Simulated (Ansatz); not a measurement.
TiSe₂⁺ (the lowest doublet isomer of a short search). The state is a doublet with charge 1. Geometry PBE0-D4/def2-TZVP, basis def2-TZVP, Ansatz.

```xyz
3

Ti    0.890   -0.038    0.537
Se   -0.212   -1.450   -0.759
Se   -0.679    1.488    0.222
```

```tsv
run	HOMO (eV)	LUMO (eV)
A	-11.74	-9.69
B	-10.80	-10.10
C	-11.26	-9.92
D	-12.12	-9.32
E	-11.32	-10.02
F	-10.95	-10.08
```

HSE06 is defined as in plane-wave codes, on full-range PBE exchange. The order of the spin states hangs on the level: the quartet lies 0.36 eV below the doublet at PBE0-D4/def2-TZVP, but 0.68 eV above it at BLYP-D4/def2-TZVP. The structure comes from a short search, and lower isomers may exist.

HOMO and LUMO are taken over both spins.

Problem. The runs used B97M-V, BLYP, HSE06, PBE0, r2SCAN, revPBE. Estimate which is which.

Solution. A HSE06 (range-separated); B BLYP (0 % exact exchange); C B97M-V (0 % exact exchange); D PBE0 (25 % exact exchange); E r2SCAN (0 % exact exchange); F revPBE (0 % exact exchange). Exact exchange lowers occupied and raises empty levels; among semilocal functionals meta-GGAs tend to open the gap a little, and such runs are hard to tell apart. The gap grows from 0.70 eV (BLYP) to 2.80 eV (PBE0). At HSE06-D4/def2-TZVP, PBE0-D4/def2-TZVP the charge 1 doublet is spin-contaminated (final ⟨S²⟩ up to 0.90, 0.75 for a pure state).
